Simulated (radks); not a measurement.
Coulomb parameter of the 3d shell of neutral titanium in the model configuration [Ar] 3d0.5 4s2 4p1.5, as a second difference U = [E(n + 0.5) + E(n - 0.5) - 2 E(n)] / (0.5)^2 with all orbitals relaxed. "Bare": the charge of the atom changes with n. "Screened": the 4p shell takes up the change at fixed total charge, which measures U(3d,3d) + U(4p,4p) - 2 U(3d,4p). Calculated with a radial shooting solver on a logarithmic mesh with Libxc functionals: scalar-relativistic Kohn-Sham, r2SCAN, spin-unpolarised, spherical densities, finite nucleus; meta-GGA in the generalised Kohn-Sham scheme; Fermi nuclear charge, rms radius 3.5921 fm.

case                  configuration  E - E(n) (eV)
start          [Ar] 3d0.5 4s2 4p1.5          0.000
bare +0.5        [Ar] 3d1 4s2 4p1.5         -4.582
bare -0.5            [Ar] 4s2 4p1.5          7.555
screened +0.5      [Ar] 3d1 4s2 4p1         -3.854
screened -0.5          [Ar] 4s2 4p2          5.065

U(bare) = 11.892 eV, U(screened by 4p) = 4.846 eV, against the Slater integral F0(3d,3d) = 19.217 eV with frozen orbitals. The step up makes a negative ion, whose loosely bound charge lowers the bare value.
